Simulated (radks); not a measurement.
Results of a calculation; reference values are marked as such.
Fractional charge and spin in the 5s shell of neodymium: the spin-up occupation runs from 0 to 1 and the spin-down occupation from 0 to 1; the fullest corner is Nd3+, [Kr] 4d10 4f(up 1.5, down 1.5) 5p6 5s(up 1, down 1). Code: a radial shooting solver on a logarithmic mesh with Libxc functionals. Model: scalar-relativistic Kohn-Sham, r2SCAN, spin-polarised, spherical densities, finite nucleus; meta-GGA in the generalised Kohn-Sham scheme; Fermi nuclear charge, rms radius of each element as measured or else 0.836 A^(1/3) + 0.57 fm. Energy (eV) above the fullest corner. The planes named below are the two flat planes that join the four corners, with an edge along up + down = one added electron.

down \ up        0     0.25      0.5    0.75       1
0          165.478  141.595  118.576  96.422  75.131
0.25       141.595  118.690   96.641  75.448  55.108
0.5        118.576   96.641   75.553  55.311  35.913
0.75        96.422   75.448   55.311  36.011  17.545
1           75.131   55.108   35.913  17.545   0.000

Corners above the fullest one (they belong to Nd4+ and the next ion): (up 1, down 0) 75.131 eV, (up 0, down 1) 75.131 eV, (up 0, down 0) 165.48 eV. With half an added electron in each spin the energy lies 0.422 eV from the planes, and with half an added electron in spin up alone -1.728 eV. The planes are only a guide here: the flat-plane condition holds for ground states with one frontier orbital, while this shell lies below other occupied shells, so the corners above the fullest one are inner-hole states and not the ground states of those ions.
